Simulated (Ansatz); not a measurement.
`CO[SiH]N` radical. The species carries charge 0 and has multiplicity 2. Geometry: relaxed with PBE0-D4/def2-TZVP. It is one conformer, not always the lowest.

```xyz
10

C     0.574    1.168    0.926
O     0.516   -0.234    1.101
Si   -0.475   -1.225    0.246
N    -0.208   -1.013   -1.442
H    -0.331    1.648    1.313
H     1.434    1.547    1.481
H     0.687    1.434   -0.130
H    -1.921   -0.871    0.440
H    -0.960   -1.218   -2.083
H     0.685   -1.236   -1.853
```

Q: What is the dipole moment at PBE/def2-TZVPP? (An estimate is asked.)

A: Ansatz gave: 1.99 D, with components (0.03, 0.55, -1.91) D in this frame, pointing from negative to positive charge.

Q: And with r2SCAN, B3LYP, ωB97M-V? (Estimate.)

A: The calculation gave: r2SCAN 1.96 D, B3LYP 1.92 D, ωB97M-V 1.87 D.

Q: Give the Mulliken charges with PBE, ωB97M-V, B3LYP in def2-TZVPP. (An estimate is asked.)

A: The calculation gave: 
```tsv
atom	PBE	ωB97M-V	B3LYP
C1	-0.13	-0.17	-0.12
O2	-0.31	-0.36	-0.38
Si3	0.29	0.34	0.39
N4	-0.36	-0.34	-0.37
H5	0.09	0.11	0.10
H6	0.10	0.12	0.11
H7	0.09	0.11	0.10
H8	-0.09	-0.06	-0.10
H9	0.15	0.12	0.14
H10	0.15	0.12	0.14
```

B3LYP here is the variant with VWN-RPA as its local correlation; programs differ in this.
